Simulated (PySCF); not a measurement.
# Static response to an electric field

C5H10FNSi.
Cartesian coordinates in Å at the GFN2-xTB level; atoms count from 1:
```xyz
18
C5H10FNSi angstrom
C      3.0152    0.2434   -0.3975
C      1.7480    0.3098   -0.0344
F      1.1366    1.5257   -0.0284
C      0.8363   -0.7906    0.3578
Si    -0.4771   -1.1679   -0.9908
C     -1.6576    0.3291   -1.1486
C     -2.3756    0.5461    0.1397
N     -2.0837    1.3382    1.0668
H      3.5318   -0.6965   -0.4160
H      3.5654    1.1241   -0.6752
H      1.4256   -1.6807    0.5642
H      0.3181   -0.5065    1.2762
H     -1.2269   -2.3503   -0.5573
H      0.1956   -1.4021   -2.2723
H     -1.0813    1.2186   -1.4091
H     -2.3733    0.1368   -1.9468
H     -3.2442   -0.0870    0.3062
H     -1.2618    1.9160    0.8893
```

Level: CAM-B3LYP/def2-SVPD (PySCF), static field, nuclei fixed, core orbitals frozen in the response. The polarisability tensor in these axes (au):

```
x   110.65   1.59  -3.72
y     1.59  88.47   7.93
z    -3.72   7.93  84.03
```

Question: Give the principal values, the mean and the anisotropy Δα = √{½[(α1 − α2)² + (α2 − α3)² + (α1 − α3)²]}.

Answer: Principal values 77.54, 94.43 and 111.17 au; mean 94.38 au = 13.99 Å³ = 15.56 × 10⁻⁴⁰ C²·m²/J; Δα = 29.13 au (31 % of the mean).

Question: What is the dipole moment, and where does it point?

Answer: (1.23, -2.08, -2.00) D, 3.14 D in size, pointing from the negative to the positive side. Measured along this direction, the outermost atoms are N8 and H18 at the negative end and H14 at the positive end.

Question: Molar refractivity from α?

Answer: Lorentz–Lorenz: R = (4π/3)N_A α = 2.5225 cm³/(mol·Å³) × 13.99 Å³ = 35.3 cm³/mol, in the limit of long wavelengths.

Question: Along which axes do the principal values lie, and how far do the nuclei extend along each?

Answer: Largest value along (0.99, 0.02, -0.13), where the nuclei span 6.91 Å; middle along (0.06, 0.80, 0.59), 4.46 Å; least along (0.12, -0.59, 0.80), 3.59 Å. The response follows the extents in order.

Question: What are the principal values of the traceless quadrupole moment, Θ = ½Σq(3rr − r²1), about the centre of nuclear charge?

Answer: -12.63, 3.62, 9.01 D·Å. The values depend on the origin, since the dipole doesn't vanish. The electronic extent ⟨r²⟩ about the same centre is 1340 bohr², a root-mean-square distance of 2.32 Å for the 70 electrons.

The structure is a single GFN2-xTB conformer in the gas phase; no vibrational or solvent corrections.

The run behind these numbers computed excited states as well. Time: 91 s (grids of density and orbitals included); peak memory 1.2 GiB. Hardware: one thread of an Arm Neoverse V1 (shared host).
